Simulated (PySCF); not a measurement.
silole (C4H6Si), SMILES C1=C[SiH2]C=C1. Heavy atoms are numbered as in [CH:1]1=[CH:2][SiH2:3][CH:4]=[CH:5]1. Hydrogens are named by the atom that carries them.

Geometry: PBE-D3(BJ)/def2-SVP.

These are PySCF with PBE0/pcSseg-1 values and carry that method's errors.

GIAO shieldings, no solvent; atoms alike by connectivity are averaged. δ = σ(ref) − σ: ¹³C against TMS (σ = 186.3 ppm); ²⁹Si against TMS (σ = 352.7 ppm); ¹H against TMS (σ = 31.56 ppm), references at their B3LYP-D3(BJ)/def2-TZVP geometries, non-relativistic.

### Question
Estimate the chemical shifts. (An estimate is asked for; the answer gives what the named calculation found.)

### Answer

```
nucleus       atoms  count  δ (ppm)
-------  ----------  -----  -------
¹³C         C1 (CH)      2    162.3
¹³C         C2 (CH)      2    138.6
²⁹Si     Si3 (SiH2)      1    -40.7
¹H          H on C1      2     7.73
¹H          H on C2      2     6.89
¹H         H on Si3      2     5.07
```
